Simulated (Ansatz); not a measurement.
Spectroscopic constants of LaF, multiplicity 3 (not the ground state: that is measured with 2S+1 = 1). No spin–orbit coupling.

Seven points along R, fitted to fifth degree in 1/R; most abundant isotopes. Runs in def2 and cc sets follow the lowest solution found near the PBE0 minimum.

Programs: Ansatz (Gaussian basis) for Hartree–Fock, density functionals and correlated methods. Each number belongs to the level named beside it. In def2 rows elements past Kr take small-core potentials, without spin–orbit coupling.

```json
[
 {"level": "PBE/def2-TZVPP", "r_e (Å)": "2.098", "ω_e (cm⁻¹)": "536", "ω_e x_e (cm⁻¹)": "2.1", "α_e (cm⁻¹)": "0.0013", "dipole (D)": "3.21"},
 {"level": "PBE0/def2-TZVPP", "r_e (Å)": "2.088", "ω_e (cm⁻¹)": "545", "ω_e x_e (cm⁻¹)": "2.1", "α_e (cm⁻¹)": "0.0012", "dipole (D)": "3.30"},
 {"level": "wB97X-V/def2-TZVPP", "r_e (Å)": "2.102", "ω_e (cm⁻¹)": "535", "ω_e x_e (cm⁻¹)": "2.0", "α_e (cm⁻¹)": "0.0012", "dipole (D)": "3.08"},
 {"level": "CCSD/def2-TZVPP", "r_e (Å)": "2.105", "ω_e (cm⁻¹)": "533", "ω_e x_e (cm⁻¹)": "1.9", "α_e (cm⁻¹)": "0.0012", "dipole (D)": "-"},
 {"level": "CCSD(T)/def2-TZVPP", "r_e (Å)": "2.104", "ω_e (cm⁻¹)": "536", "ω_e x_e (cm⁻¹)": "2.0", "α_e (cm⁻¹)": "0.0012", "dipole (D)": "-"}
]
```

Correlated levels freeze the inner cores; with def2 sets outer-core shells near the valence are correlated too.

Ansatz is a first-principles code.
